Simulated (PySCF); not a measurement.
# Assigning NMR signals

Geometry:
```tsv
atom	x (Å)	y (Å)	z (Å)
C1	-1.599	-1.460	-1.073
C2	-1.290	-0.293	-0.540
C3	0.034	0.395	-0.701
C4	0.539	0.933	0.613
C5	0.550	2.243	0.861
C6	1.003	-0.006	1.625
C7	1.028	-1.329	1.515
H8	-2.571	-1.906	-0.946
H9	-0.895	-2.019	-1.669
H10	-2.016	0.249	0.051
H11	0.763	-0.292	-1.135
H12	-0.097	1.233	-1.392
H13	0.215	2.965	0.136
H14	0.896	2.639	1.801
H15	1.357	0.455	2.540
H16	1.393	-1.949	2.317
H17	0.683	-1.846	0.637
```

PySCF 2.14.0 with density-fitted response routines calculation with σ from GIAO-PBE0/pcSseg-1 and coordinates at the GFN2-xTB level; one computed conformer, gas phase, equivalent nuclei averaged, relativity neglected.

Referencing at the same level of theory: 13C, 1H vs TMS.

Task: Assign these signals to the numbered atoms. 13C{1H} NMR (computed): δ 153.2 (C), 150.4 (CH), 145.6 (CH), 124.7 (CH2), 124.4 (CH2), 122.5 (CH2), 44.3 (CH2).

Result: 
| δ (ppm) | atoms | environment | reason |
| --- | --- | --- | --- |
| 153.2 | C4 | fully substituted alkene carbon | an sp2 carbon of a C=C bond |
| 150.4 | C2 | alkene CH | the olefinic region |
| 145.6 | C6 | alkene CH | – |
| 124.7 | C5 | terminal =CH2 carbon | as expected for a trigonal carbon in a double bond |
| 124.4 | C7 | terminal =CH2 carbon | – |
| 122.5 | C1 | terminal =CH2 carbon | – |
| 44.3 | C3 | allylic sp3 CH2 | a saturated carbon with 2 carbon neighbours and no heteroatom attached |

C5 and C7; C7 and C1 lie closer than the usual error of such a calculation, so a measured spectrum could show them in the other order.

Task: Assign these signals to the numbered atoms. 1H NMR (600 MHz, computed): δ 6.54 (m, 1H), 5.98 (m, 1H), 5.74 (m, 1H), 5.50 (m, 1H), 5.50 (m, 1H), 5.38 (m, 1H), 5.36 (m, 1H), 5.25 (m, 1H), 3.20 (d, 2H).

Result: 
6.54 → H15, hydrogen on an alkene CH: attached to an sp2 carbon and in the plane of the double bond
5.98 → H10, hydrogen on an alkene CH
5.74 → H17, hydrogen on a terminal =CH2 carbon: a vinylic proton, deshielded by the sp2 carbon and the C=C anisotropy
5.50 → H16, hydrogen on a terminal =CH2 carbon
5.50 → H9, hydrogen on a terminal =CH2 carbon
5.38 → H13, hydrogen on a terminal =CH2 carbon
5.36 → H8, hydrogen on a terminal =CH2 carbon
5.25 → H14, hydrogen on a terminal =CH2 carbon
3.20 → H11/H12, hydrogen on an allylic sp3 CH2

H16 and H9; H13 and H8; H8 and H14 lie closer than the usual error of such a calculation, so a measured spectrum could show them in the other order.

Shifts are as computed. Against solution values, carbons near 30 ppm lie about +3 ppm off and those near 130 ppm about +5 ppm. Of 1211 compounds with measured shifts, 218 miss one by over three times the rms of a fit or turn the order of signals round; such compounds aren't used in these exercises. No couplings were computed; multiplicities are counted from neighbouring protons, with m where these are inequivalent, close in shift, in a saturated or five-membered ring or joined by F or P, and br s for small geminal =CH2 splittings.
